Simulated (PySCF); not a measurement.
**Bond curve of SrS⁻**

Set-up: Sr def2-SVPD with ECP28, S def2-SVPD; scalar-relativistic core potentials (PySCF 2.14). Energies in eV from Sr + S⁻ in their ground configurations at the same level. All curves are PBE0. state 1: ²Σ⁺ (doublet), unpaired electrons σ ↑; state 2: ²Π (doublet), unpaired electrons π ↑, a second solution, started from another occupation.

```json
{"R (Å)": "2.211", "state 1": "-1.687", "state 2": "0.550"}
{"R (Å)": "2.314", "state 1": "-2.232", "state 2": "-0.300"}
{"R (Å)": "2.417", "state 1": "-2.530", "state 2": "-0.880"}
{"R (Å)": "2.494", "state 1": "-2.633", "state 2": "-1.180"}
{"R (Å)": "2.571", "state 1": "-2.658", "state 2": "-1.391"}
{"R (Å)": "2.648", "state 1": "-2.625", "state 2": "-1.532"}
{"R (Å)": "2.751", "state 1": "-2.514", "state 2": "-1.638"}
{"R (Å)": "2.880", "state 1": "-2.308", "state 2": "-1.678"}
{"R (Å)": "3.034", "state 1": "-2.014", "state 2": "-1.638"}
{"R (Å)": "3.240", "state 1": "-1.623", "state 2": "-1.509"}
```

Question: Put a parabola through the three lowest points of the state 1 curve and estimate Re, k and ωe (reduced mass 23.44 u; 1 eV/Å² = 0.16022 mdyn/Å; ωe = 1302.8·√(k/μ) cm⁻¹).

Answer: Through R = 2.494, 2.571, 2.648 Å the second-order coefficient is 4.89 eV/Å², so Re ≈ 2.566 Å, k ≈ 1.57 mdyn/Å and ωe ≈ 337 cm⁻¹. A polynomial fit of higher order to the unrounded PBE0 energies gives Re = 2.562 Å, k = 1.63 mdyn/Å, ωe = 344 cm⁻¹; anharmonicity and rounding make the difference.

The higher-order fit for each curve: state 1: Re = 2.562 Å, ωe = 344 cm⁻¹, De = 2.66 eV; state 2: Re = 2.880 Å, ωe = 216 cm⁻¹, minimum 1.68 eV below the ground-state fragments.

Spin–orbit coupling is left out. For an ion De counts to the pair picked by the measured ionisation energies or electron affinities, which need not be the lowest pair at this level. The highest Kohn–Sham level is positive in this anion. Much of that is self-interaction error, but it also means that the finite basis helps to hold the extra electron. The state is the lowest determinant that a PBE0 search found; another state may lie lower at other levels.
